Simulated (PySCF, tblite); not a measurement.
Isomers of C5H10OSSi2. Computed values, GFN2-xTB/tblite, gas phase, harmonic and unscaled. Against measured fundamentals such values can be off by several per cent, at times by over 20. Modes of hydrogen on silicon can be 10 to 20 % off. One conformer each.

Electronic energies: PBE0/pcSseg-1 single points on the GFN2-xTB geometries (PySCF, gas phase).

```csv
SMILES,"electronic energy, lowest = 0 (kJ/mol)"
[SiH3]O[SiH2]Cc1cccs1,0.0
CO[SiH2][SiH2]c1cccs1,139.7
[SiH3]OC[SiH2]c1cccs1,166.2
```

How do GFN2-xTB zero-point energies change the relative energies?

```json
{"SMILES": "[SiH3]O[SiH2]Cc1cccs1", "ZPE (kJ/mol)": "335.4", "of it from modes above 1550 cm⁻¹": "169.2", "electronic (kJ/mol)": "0.0", "with ZPE, lowest = 0 (kJ/mol)": "0.0", "lowest mode (cm⁻¹)": "18", "rings": "1"}
{"SMILES": "CO[SiH2][SiH2]c1cccs1", "ZPE (kJ/mol)": "339.3", "of it from modes above 1550 cm⁻¹": "161.2", "electronic (kJ/mol)": "139.7", "with ZPE, lowest = 0 (kJ/mol)": "143.7", "lowest mode (cm⁻¹)": "17", "rings": "1"}
{"SMILES": "[SiH3]OC[SiH2]c1cccs1", "ZPE (kJ/mol)": "333.9", "of it from modes above 1550 cm⁻¹": "158.4", "electronic (kJ/mol)": "166.2", "with ZPE, lowest = 0 (kJ/mol)": "164.8", "lowest mode (cm⁻¹)": "23", "rings": "1"}
```

The zero-point energies span 5.4 kJ/mol, from `[SiH3]OC[SiH2]c1cccs1` to `CO[SiH2][SiH2]c1cccs1`. The order is unchanged.

And how do the electronic energies of GFN2-xTB itself compare?

`[SiH3]O[SiH2]Cc1cccs1` 0.0; `CO[SiH2][SiH2]c1cccs1` 219.6; `[SiH3]OC[SiH2]c1cccs1` 194.7 kJ/mol, lowest = 0. Against the energies above, taken from the same isomer `[SiH3]O[SiH2]Cc1cccs1`, the largest difference is 79.9 kJ/mol.
